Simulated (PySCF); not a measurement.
From one molecule to another.

First species: C₆H₁₀F₃OP.
SMILES with atom numbers: `[CH3:1][P@:2](=[O:3])([CH2:4][C:5]([F:6])([F:7])[F:8])[CH:9]1[CH2:10][CH2:11]1` (hydrogens: H12, H13, H14 on C1; H15, H16 on C4; H17 on C9; H18, H19 on C10; H20, H21 on C11)

Cartesian coordinates in Å at the GFN2-xTB level; atoms count from 1:
```
atom  x, y, z in Å
C1    -0.1739   -1.4242    1.4955
P2    -0.2186   -0.7965   -0.2198
O3    -0.8546   -1.7108   -1.1705
C4     1.5522   -0.5115   -0.7320
C5     2.4303    0.0926    0.3249
F6     2.7619   -0.7847    1.2840
F7     3.5875    0.5552   -0.1765
F8     1.8554    1.1319    0.9522
C9    -0.9585    0.8623   -0.1696
C10   -2.4208    0.9112   -0.5051
C11   -1.4200    1.3813   -1.5016
H12    0.3769   -2.3638    1.5041
H13    0.2715   -0.7226    2.1931
H14   -1.2067   -1.6228    1.7793
H15    1.9637   -1.4785   -1.0295
H16    1.5392    0.1437   -1.6068
H17   -0.5684    1.5595    0.5569
H18   -2.9114   -0.0302   -0.7059
H19   -3.0355    1.6376    0.0047
H20   -1.2502    0.7484   -2.3614
H21   -1.3290    2.4388   -1.6989
```

Second species: C7H8ClOP.
InChI=1S/C7H8ClOP/c1-10(9)7-4-2-6(8)3-5-7/h2-5,10H,1H3

Levels: PBE0/pcSseg-1 for dipole moment, HOMO energy, LUMO energy and HOMO–LUMO gap; GFN2-xTB for rotational constant A and rotational constant C. Geometries: GFN2-xTB. Each structure is a single optimised conformer of the isolated species, non-relativistic unless stated. Electronic properties by PySCF.

The conformers computed, where there is a choice (atom-mapped SMILES and torsion angles):
- `[CH3:1][P@:2](=[O:3])([CH2:4][C:5]([F:6])([F:7])[F:8])[CH:9]1[CH2:10][CH2:11]1`: C1–P2–C4–C5 -41°, P2–C4–C5–F6 74°, C1–P2–C9–C10 -98°
- `[CH3:1][P@@H:2](=[O:3])[c:4]1[cH:5][cH:6][c:7]([Cl:8])[cH:9][cH:10]1`: C1–P2–C4–C5 63°

Values for the first species:

| Quantity | Value |
| --- | --- |
| Dipole moment | 2.10 D |
| HOMO energy | -7.96 eV |
| LUMO energy | 1.11 eV |
| HOMO–LUMO gap | 9.07 eV |
| Rotational constant A | 1.584 GHz |
| Rotational constant C | 0.576 GHz |

Estimate the same properties for the second species, and the change in each.

```csv
property,first,second,second less first
dipole moment,2.10 D,3.48 D,+1.38 D
HOMO energy,-7.96 eV,-7.57 eV,+0.39 eV
LUMO energy,1.11 eV,-1.26 eV,-2.37 eV
HOMO–LUMO gap,9.07 eV,6.31 eV,-2.76 eV
rotational constant A,1.584 GHz,3.079 GHz,+1.495 GHz
rotational constant C,0.576 GHz,0.406 GHz,-0.170 GHz
```

On the first: The dipole matches unit charges of opposite sign 0.44 Å apart (1 e·Å = 4.8032 D). A dipole of 2.10 D is allowed in C1, and pure rotational transitions are dipole-allowed.

On the second: The dipole equals about 11.6 × 10⁻³⁰ C·m (1 D = 3.33564 × 10⁻³⁰ C·m).
